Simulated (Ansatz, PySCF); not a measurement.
boron oxyfluoride (BFO), SMILES O=BF.

Coordinates come from a PBE0-D3(BJ)/def2-TZVP optimisation.

Two levels are set side by side: PBE/def2-TZVPD (Ansatz, a first-principles code) and EOM-CCSD/aug-cc-pVDZ (PySCF). PBE by ΔSCF, the other level by its IP root; same geometry, the bases differ. Differences are taken from unrounded values.

```json
[
 {"quantity": "vertical ionisation energy (eV)", "EOM-CCSD": "13.38", "PBE": "13.44", "PBE minus EOM-CCSD": "0.06"}
]
```

On these quantities the two levels nearly agree.
